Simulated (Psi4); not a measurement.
C₄H₃S, doublet, geometry from GFN2-xTB, with bond 6-3 at 1.3 times its length; Psi4 with R2SCAN/pcseg-1.

Input for Psi4:
```
memory 2 GB

molecule mol {
0 2
S    -0.001278    0.069702    1.208785
C    -0.013168    1.239108   -0.025403
C     0.012472   -1.172755    0.003953
C    -0.007548    0.763026   -1.278749
C     0.007617   -0.663850   -1.254019
H     0.026491   -2.507533    0.403457
H    -0.013397    1.350421   -2.176654
H     0.014348   -1.259319   -2.149869
}

set {
  basis pcseg-1
  reference uks
  guess gwh
}

energy('r2scan')
print_variables()
```

The log (banner, timings and long lists left out):

```
   => Loading Basis Set <=

    Name: PCSEG-1
    Role: ORBITAL
    Keyword: BASIS

         ---------------------------------------------------------
                                   SCF
               by Justin Turney, Rob Parrish, Andy Simmonett
                          and Daniel G. A. Smith
                              UKS Reference
         ---------------------------------------------------------

  ==> Geometry <==

    Molecular point group: c1
    Full point group: C1

    Geometry (in Angstrom), charge = 0, multiplicity = 2:

       Center              X                  Y                   Z               Mass
    ------------   -----------------  -----------------  -----------------  -----------------
         S           -0.001028256811     0.048260781350     1.160071784432    31.972071174400
         C           -0.012918256811     1.217666781350    -0.074116215568    12.000000000000
         C            0.012721743189    -1.194196218650    -0.044760215568    12.000000000000
         C           -0.007298256811     0.741584781350    -1.327462215568    12.000000000000
         C            0.007866743189    -0.685291218650    -1.302732215568    12.000000000000
         H            0.026740743189    -2.528974218650     0.354743784432     1.007825032230
         H           -0.013147256811     1.328979781350    -2.225367215568     1.007825032230
         H            0.014597743189    -1.280760218650    -2.198582215568     1.007825032230

  Running in c1 symmetry.

  Rotational constants: A =      0.29531  B =      0.17813  C =      0.11111 [cm^-1]
  Rotational constants: A =   8853.31953  B =   5340.32368  C =   3331.03991 [MHz]
  Nuclear repulsion =  192.017042751077497

  Charge       = 0
  Multiplicity = 2
  Electrons    = 43
  Nalpha       = 22
  Nbeta        = 21

  ==> Algorithm <==

  SCF Algorithm Type is DF.
  DIIS enabled.
  MOM disabled.
  Fractional occupation disabled.
  Guess Type is GWH.
  Energy threshold   = 1.00e-06
  Density threshold  = 1.00e-06
  Integral threshold = 1.00e-12

  ==> Primary Basis <==

  Basis Set: PCSEG-1
    Blend: PCSEG-1
    Number of shells: 41
    Number of basis functions: 89
    Number of Cartesian functions: 94
    Spherical Harmonics?: true
    Max angular momentum: 2

  ==> DFT Potential <==

   => LibXC <=

    Version 7.1.2
    S. Lehtola, C. Steigemann, M. J. T. Oliveira, and M. A. L. Marques,  SoftwareX 7, 1–5 (2018) (10.1016/j.softx.2017.11.002)

   => Composite Functional: R2SCAN <=

[...]
      Ntotal   =   42.9999938325 ; deviation = -6.168e-06

   @Spin Contamination Metric:   1.501113523E-02
   @S^2 Expected:                7.500000000E-01
   @S^2 Observed:                7.650111352E-01
   @S   Expected:                5.000000000E-01
   @S   Observed:                5.000000000E-01

    Orbital Energies [Eh]
    ---------------------

    Alpha Occupied:

[...]
      22A     -0.235909

    Alpha Virtual:

[...]
      89A      3.614558

    Beta Occupied:

[...]
    Beta Virtual:

[...]
    Final Occupation by Irrep:
              A
    DOCC [    21 ]
    SOCC [     1 ]
    NA   [    22 ]
    NB   [    21 ]

  @DF-UKS Final Energy:  -552.10646377603052

   => Energetics <=

    Nuclear Repulsion Energy =            192.0170427510774971
    One-Electron Energy =               -1136.9621039607136481
    Two-Electron Energy =                 441.1069484333418131
    DFT Exchange-Correlation Energy =     -48.2683509997361568
    Empirical Dispersion Energy =           0.0000000000000000
    VV10 Nonlocal Energy =                  0.0000000000000000
    Total Energy =                       -552.1064637760305231

  UHF NO Occupations:
  HONO-2 :   20  A 1.9991034
  HONO-1 :   21  A 1.9942415
  HONO-0 :   22  A 1.0000000
  LUNO+0 :   23  A 0.0057585
  LUNO+1 :   24  A 0.0008966
  LUNO+2 :   25  A 0.0003873
  LUNO+3 :   26  A 0.0002256

Computation Completed

Properties will be evaluated at   0.000000,   0.000000,   0.000000 [a0]

Properties computed using the SCF density matrix

 Multipole Moments:

 ------------------------------------------------------------------------------------
     Multipole            Electronic (a.u.)      Nuclear  (a.u.)        Total (a.u.)
 ------------------------------------------------------------------------------------

 L = 1.  Multiply by 2.5417464519 to convert [e a0] to [Debye]
 Dipole X            :         -0.0226715            0.0264013            0.0037298
 Dipole Y            :          1.9842344           -2.3243582           -0.3401239
 Dipole Z            :          3.5309565           -3.7841431           -0.2531865
 Magnitude           :                                                    0.4240301

 ------------------------------------------------------------------------------------

  Variable Map:
  ----------------------------------------------------------------------------
[...]
  Array Variable Map:
  ----------------------------------------------------------------------------
[...]
[...]
```
